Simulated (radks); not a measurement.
Neutral arsenic inside a hard spherical wall (all orbitals vanish at R), configuration held at [Ar] 3d10 4s2 4p3 and not refilled when levels cross. Calculated with a radial shooting solver on a logarithmic mesh with Libxc functionals: scalar-relativistic Kohn-Sham, r2SCAN, spin-unpolarised, spherical densities, finite nucleus; meta-GGA in the generalised Kohn-Sham scheme; Fermi nuclear charge, rms radius 4.0968 fm. Eigenvalues in eV, with the zero of energy where the potential of the charges vanishes at infinity; a dash marks a level that is unbound or too diffuse for the functional's potential to be trusted. A positive occupied level is held by the wall or, in an anion where self-interaction has pushed it up, behind a barrier. The pressure on the wall is -dE/dV.

R (bohr)  E (hartree)  kinetic (hartree)    e(3p)    e(3d)    e(4s)   e(4p)  e(5s, empty)  e(5p, empty)  pressure (GPa)
free      -2261.16356           2304.744  -137.31  -41.589  -15.016  -5.345             -             -               0
10        -2261.16343           2304.746  -137.29  -41.574  -15.004  -5.333         0.869         2.691         0.00395
8         -2261.16188           2304.759  -137.18  -41.464  -14.917  -5.246         2.125         5.031          0.0779
7         -2261.15760           2304.791  -136.96  -41.247  -14.752  -5.071         3.564         7.413           0.365
6         -2261.14195           2304.890  -136.39  -40.679  -14.335  -4.595         6.394        11.612            1.84
5         -2261.08203           2305.212  -134.91  -39.224  -13.275  -3.293        12.553        19.750            10.4
4         -2260.83289           2306.326  -131.17  -35.552  -10.373   0.464        27.667        37.832            70.7
3.5       -2260.46984           2307.733  -127.55  -32.017   -7.103   4.716        43.358        55.613             203
2.5       -2257.61061           2317.180  -111.94  -16.824   12.766  29.370        124.78        143.06            2410
